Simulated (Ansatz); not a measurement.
The cluster Sr₃S₄, relaxed as a singlet with RKS PBE-D4/def2-SVP in Ansatz, starting from the GFN1-xTB geometry. Force threshold 0.02 eV/Å.

In the def2 sets Sr takes a core potential; there is no spin–orbit coupling. Another isomer (singlet) lies 0.09 eV lower at PBE0-D4/def2-TZVP; other spin states weren't run for this one.

Start:

```xyz
7

Sr   -1.594   -0.472   -1.239
Sr   -0.452    1.659    1.967
Sr    1.439   -1.458    0.288
S     1.611    1.343    0.196
S     0.296   -2.123   -1.968
S    -0.256    1.945   -0.748
S    -1.045   -0.894    1.502
```

Estimate the energy that the relaxation releases and the steps that it takes.

0.20 eV, in 5 steps; 7 s on 4 threads of INTEL XEON PLATINUM 8581C on a shared host. No frequencies were taken in this run, so the end may be a saddle point.

Does the start keep its bonding and symmetry?

By distances, no bond broke or formed. The bond that changes most is Sr1–S6, from 2.81 to 2.98 Å (atoms count from 1). Point group Cs at the start, Cs at the end, both within 0.05 Å.

Predict the relaxed structure.


```tsv
atom	x (Å)	y (Å)	z (Å)
Sr1	-1.6183	-0.5177	-1.2315
Sr2	-0.4618	1.6427	1.9776
Sr3	1.4256	-1.5076	0.2995
S4	1.6678	1.4633	0.1769
S5	0.3050	-2.1976	-2.0312
S6	-0.2111	2.0728	-0.7722
S7	-1.1071	-0.9558	1.5809
```
Bond lengths (bridged metal pairs left out): 9 × S–Sr 2.68 to 2.98 Å; 1 × S–S 2.19 Å.
